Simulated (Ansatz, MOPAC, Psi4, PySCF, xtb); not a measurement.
Noncovalent pair: CH4O (SMILES CO) (first 6 atoms) with C2H3N (SMILES CC#N); geometry from B3LYP-D3(BJ)/def2-TZVP, rigid monomers moved along the line of their centres of mass till H6···N9 is 2.83 Å.
(charge 0, multiplicity 1):
```xyz
12

C     -0.5814     0.1871    -0.7437
O      0.2525    -0.7388    -0.0773
H     -1.6344     0.0862    -0.4514
H     -0.5057    -0.0139    -1.8130
H     -0.2743     1.2262    -0.5693
H      0.1926    -0.5650     0.8728
C     -0.2913     0.5729     6.1643
C     -0.1815     0.2925     4.7430
N     -0.0941     0.0703     3.6205
H     -0.4907     1.6330     6.3216
H     -1.1056    -0.0081     6.5976
H      0.6383     0.3096     6.6691
```

| level | interaction energy (kcal/mol) | cost |
|---|---|---|
| GFN-FF | -2.90 | - |
| PM7 | -3.66 | - |
| HF/6-31G* | -2.83 | - |
| HF/6-31G* (no counterpoise) | -3.14 | - |
| PBE/def2-TZVPPD | -2.94 | ×1 |
| PBE-D3(BJ)/def2-TZVPPD | -3.27 | ×1 |
| B3LYP/3-21G (no counterpoise) | -4.14 | - |
| B3LYP/def2-TZVPPD | -2.65 | ×1 |
| PBE0/def2-TZVPPD | -2.87 | ×1 |
| MP2/6-31G* | -3.12 | - |
| MP2/6-31G* (no counterpoise) | -3.71 | - |
| SCS-MP2/aug-cc-pVDZ | -2.94 | - |
| CCSD(T)/aug-cc-pVDZ | -3.04 | ×20 |
| SAPT0/jun-cc-pV(D+d)Z | -3.22 | - |

The rows run from -4.14 (B3LYP/3-21G (no counterpoise)) to -2.65 kcal/mol (B3LYP/def2-TZVPPD). The dispersion term adds -0.33 in PBE-D3(BJ). The 3 functionals in def2-TZVPPD without D3 or D4 span 0.29, from PBE to B3LYP.

Counterpoise-corrected where a basis set is named; no monomer relaxation. Rows marked so take none.

Cores are frozen in the correlated methods. Rows in 3-21G, 6-31G* carry no dispersion term and start afresh at each structure (6-31G* with six Cartesian d functions). MP2/6-31G* freezes PySCF's default core. The state that PM7 reach isn't checked; PM7 holds dispersion and hydrogen-bond terms.

The values were computed with Ansatz (Gaussian orbitals); MOPAC for PM7 (differences of heats of formation); Psi4 for SAPT; PySCF for 3-21G rows, 6-31G* rows, the dispersion terms; xtb for the GFN methods. Values without a source in brackets are computed.

Costs are rough ratios of core time to PBE/def2-TZVPPD (about 13 s over the structures, on one shared machine); a dash marks a level with no comparable run of its own.

Ansatz is an electronic-structure program.
